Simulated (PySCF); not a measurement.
**Frontier orbitals and the lowest excitations**

Compound: C5H11NOSi3.
Numbering: `[SiH3:1][SiH2:2][O:3][SiH2:4][c:5]1[cH:6][cH:7][n:8][cH:9][cH:10]1` (hydrogens: H11, H12, H13 on Si1; H14, H15 on Si2; H16, H17 on Si4; H18 on C6; H19 on C7; H20 on C9; H21 on C10)

Structure used (PBE0-D3(BJ)/def2-SVP), in Å, numbered top down from 1:
```
atom  x, y, z in Å
Si1    2.4575    0.0582    1.8880
Si2    2.5190   -1.7399    0.3704
O3     1.4366   -1.5844   -0.8856
Si4    0.0391   -0.8733   -1.4186
C5    -0.6476    0.2362   -0.0676
C6    -0.3046    1.5915    0.0179
C7    -0.7722    2.3485    1.0929
N8    -1.5417    1.8530    2.0575
C9    -1.8794    0.5681    1.9806
C10   -1.4640   -0.2747    0.9503
H11    1.1426    0.1782    2.5854
H12    2.7747    1.3451    1.1951
H13    3.5207   -0.2010    2.9111
H14    3.8901   -1.8303   -0.2161
H15    2.2426   -3.0137    1.1051
H16   -0.9545   -1.9372   -1.7393
H17    0.3424   -0.0495   -2.6232
H18    0.3260    2.0636   -0.7408
H19   -0.5074    3.4091    1.1756
H20   -2.5170    0.1822    2.7847
H21   -1.7779   -1.3226    0.9506
```

Method: TDDFT wB97X-D/def2-SVPD, vertical, gas phase, core orbitals frozen in the response (PySCF 2.14.0, density-fitted response routines).

Kohn–Sham orbitals with the atoms that hold most of them (Löwdin shares over 4%, at most four atoms; ? is withheld):

```
orbital  ε (eV)                            atoms
 HOMO-3  -10.40  C5 26%, N8 20%, C6 13%, C10 12%
 HOMO-2   -9.82  Si1 26%, Si2 23%, O3 13%, N8 6%
 HOMO-1   -9.66                                ?
   HOMO   -9.44                                ?
   LUMO       ?  C5 20%, N8 18%, C10 11%, C6 11%
 LUMO+1    0.88  C9 18%, C6 17%, C7 17%, C10 17%
 LUMO+2    1.58  Si2 29%, Si1 14%, O3 9%, H15 7%
```

**Question.** Which atoms hold the HOMO-1, and with what shares?

**Answer.** C10 (bonded to 2 C and H) 19%; C6 (bonded to 2 C and H) 18%; C7 (bonded to C, N and H) 18%; C9 (bonded to C, N and H) 18%.

**Question.** Give the leading atoms of the HOMO.

**Answer.** N8 (bonded to 2 C) 46%; C7 (bonded to C, N and H) 10%; C9 (bonded to C, N and H) 10%; C6 (bonded to 2 C and H) 6%. By element: nitrogen 46%, carbon 25% or more.

**Question.** What is the LUMO energy, and the HOMO–LUMO gap?

**Answer.** ε(LUMO) = 0.12 eV; the gap is 9.56 eV (0.3513 hartree).

**Question.** The HOMO–LUMO gap is 9.56 eV. Where does the response calculation put the lowest singlet, and from which orbitals?

**Answer.** S1 is at 4.65 eV (f = 0.0050), 4.91 eV below the gap, made of HOMO→LUMO (87%). 

**Question.** Give energy, strength and leading configuration of S1, S2 and S3, and follow the Löwdin shares of the leading atoms from the occupied to the empty orbital.

**Answer.** 
- S1 (4.65 eV, f 0.0050), HOMO→LUMO (87%): N8 46% → 18%, C7 10% → at most 11%, C5 at most 6% → 20%
- S2 (5.20 eV, f 0.0000), HOMO→LUMO+1 (91%): N8 46% → at most 17%, C7 10% → 17%, C9 10% → 18%, C6 6% → 17%
- S3 (5.34 eV, f 0.041), HOMO-1→LUMO (74%): C10 19% → 11%, C6 18% → 11%, C5 at most 19% → 20%, N8 at most 19% → 18%

Löwdin shares depend on the basis, the more so with diffuse functions.

Hardware: one thread of an Arm Neoverse V2, shared host.

One conformer stands for the species.
